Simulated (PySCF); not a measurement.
Quadrupolar nuclei of `Fc1cc[b-](C(F)(F)F)cc1` in NMR

Species: C₆H₄BF₄ (charge -1).
Cartesian coordinates in Å at the PBE0-D3(BJ)/def2-SVP level; atoms count from 1:
```xyz
15
C6H4BF4 angstrom
F     -3.4615   -0.1505   -0.1172
C     -2.0990   -0.0883   -0.0670
C     -1.4904    1.1635   -0.0924
C     -0.0977    1.2815   -0.0444
B      0.7443    0.0375    0.0358
C      2.3495    0.1013    0.0510
F      2.8620    1.3087    0.4106
F      2.9190   -0.1637   -1.1604
F      2.9335   -0.7893    0.9006
C      0.0114   -1.2777    0.0660
C     -1.3850   -1.2821    0.0112
H     -2.1524    2.0375   -0.1475
H      0.3158    2.2983   -0.0616
H      0.5070   -2.2553    0.1332
H     -1.9703   -2.2106    0.0303
```

Computed at PBE0/pcSseg-1 (PySCF, non-relativistic):

```json
{"atom": "B5", "environment": "three-coordinate boron", "nucleus": "11B", "spin I": "3/2", "Q (b)": "0.04059", "CQ = χzz (MHz)": "2.431", "η": "0.560"}
```

Task: Work back to Vxx, Vyy and Vzz; CQ/MHz = 234.96 (Q/b)(Vzz/au).

Result: The tensor is traceless, so η fixes the two smaller values:

| atom | Vxx (au) | Vyy (au) | Vzz (au) | Vzz (10²¹ V/m²) |
| --- | --- | --- | --- | --- |
| B5 | -0.056 | -0.199 | 0.255 | 2.48 |

Task: At 21.15 T, set νQ = 3|CQ|/[2I(2I − 1)] beside the Larmor frequency (|g| × 7.62259 MHz/T × B; g(11B) = 1.79243), and give PQ = |CQ|√(1 + η²/3).

Result: 
```tsv
atom	PQ (MHz)	νQ (MHz)	ν0 (MHz)	νQ/ν0
B5	2.555	1.215	288.97	0.004
```

For B5: PQ = 2.431 × 1.0510, νQ = 2.431 × 0.5000, ν0 = 13.6630 MHz/T × 21.15 T.

Task: Second-order quadrupolar shift of the central transition's centre of gravity (half-integer spins, νQ < ν0/10) at 21.15, 23.5 and 28.2 T.

Result: From −(3/40)(PQ/ν0)²[I(I + 1) − 3/4]/[I(2I − 1)]², which goes as 1/B² (ppm):

| site | 21.15 T | 23.5 T | 28.2 T |
| --- | --- | --- | --- |
| 11B at B5 | -1.95 | -1.58 | -1.1 |

Task: Take a correlation time of 3 ps, isotropic tumbling and extreme narrowing. What quadrupolar relaxation rates and linewidths follow?

Result: 1/T1 = 1/T2 = (3π²/10)(2I + 3)/[I²(2I − 1)] × PQ² × τc; the width is 1/(πT2).

```csv
site,spin factor (2I + 3)/[I²(2I − 1)],1/T1 (s⁻¹),T1 (ms),linewidth (Hz)
11B at B5,1.333,77.3,12.9,24.6
```

Isolated species at its PBE0-D3(BJ)/def2-SVP geometry, gas phase. The pcSseg-1 basis has no diffuse functions, a weakness for an anion. The small basis limits the accuracy of the gradients.
